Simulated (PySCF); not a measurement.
## Electronic structure of Si²⁺ (silicon, charge +2) at the PBE0 level

Configuration: [Ne] 3s2, closed-shell 1S. Calculation: PySCF 2.14, in cc-pVDZ-DK; scalar relativity by spin-free X2C-1e.

```json
{
 "Total energy": "-288.9497 hartree",
 "One-electron energy": "-390.8941 hartree",
 "Hartree (Coulomb) energy": "122.1229 hartree",
 "Exchange-correlation energy": "-20.1784 hartree",
 "⟨S²⟩": "0.0000",
 "⟨L²⟩": "0.000",
 "Sum of ⟨r⟩": "8.503 bohr",
 "Sum of ⟨r²⟩": "11.82 bohr²",
 "Langevin diamagnetic susceptibility": "-9.36 ×10⁻⁶ cm³/mol",
 "Time after the integrals": "0.05 s of wall time on 1 thread of Intel(R) Xeon(R) 6975P-C (shared host)"
}
```

```tsv
shell	electrons	mean orbital energy (eV)	rms radius, mean of both spins (bohr)
1s	2	-1831.2	0.129
2s	2	-168.66	0.616
2p	6	-122.62	0.601
3s	2	-29.730	2.11
```

Densities and radii are taken from the X2C orbitals without a picture-change correction, which distorts them close to the nucleus.
